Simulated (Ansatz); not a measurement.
C₂H₇AlO (SMILES [CH3][Al]([CH3])[OH]), singlet, geometry from GFN2-xTB (such geometries of metal compounds can be far from the true shape); PBE0/aug-cc-pVDZ in Ansatz (a quantum-chemistry and plane-wave program).

Ansatz was given this input:
Ansatz 0.2 input:
```yaml
crystal:
  periodic: [false, false, false]
  atoms:
    - {symbol: Al, position_ang: [0.04367935, -0.01071840, 0.02948782]}
    - {symbol: C, position_ang: [-1.44752066, -1.34195573, 0.04740224]}
    - {symbol: H, position_ang: [-1.11874466, -2.31455965, -0.32848525]}
    - {symbol: H, position_ang: [-2.30192831, -1.03442102, -0.55700306]}
    - {symbol: H, position_ang: [-1.81385232, -1.51596260, 1.06270237]}
    - {symbol: C, position_ang: [0.01448756, 1.69360541, -1.01483942]}
    - {symbol: H, position_ang: [0.85812912, 1.75048597, -1.70790879]}
    - {symbol: H, position_ang: [0.09954629, 2.56465910, -0.35957311]}
    - {symbol: H, position_ang: [-0.89618418, 1.81920068, -1.60203496]}
    - {symbol: O, position_ang: [1.38167833, -0.33904782, 0.93276771]}
    - {symbol: H, position_ang: [2.14997442, -0.52757875, 1.45144254]}
basis:
  gaussian:
    orbitals: aug-cc-pVDZ
hamiltonian:
  xc: pbe0
```

Output, abridged:

```
Functional definition: PBE0
1448 factors; their error is unknown
mean field evaluation 1: about -10809.0451 eV, gradient 9.0e1 eV
mean field evaluation 2: about -10793.6674 eV, gradient 1.2e2 eV
mean field evaluation 4: about -10826.1298 eV, gradient 5.4e0 eV
mean field evaluation 8: about -10826.2021 eV, gradient 1.8e-2 eV
mean field evaluation 16: about -10826.2553 eV, gradient 1.1e-5 eV
mean field -10826.25533542 eV, -397.8575452772 hartree, gradient 1.1e-5 eV, S^2 0.000000; 0 other end points of the search recorded, 0 dependent functions left out
reference -10826.25539687 eV, -397.8575475354 hartree; 20, 20 occupied and 139, 139 virtual orbitals, 1448 factors
Total energy: -10826.25539687 eV, -397.8575475354 hartree
```
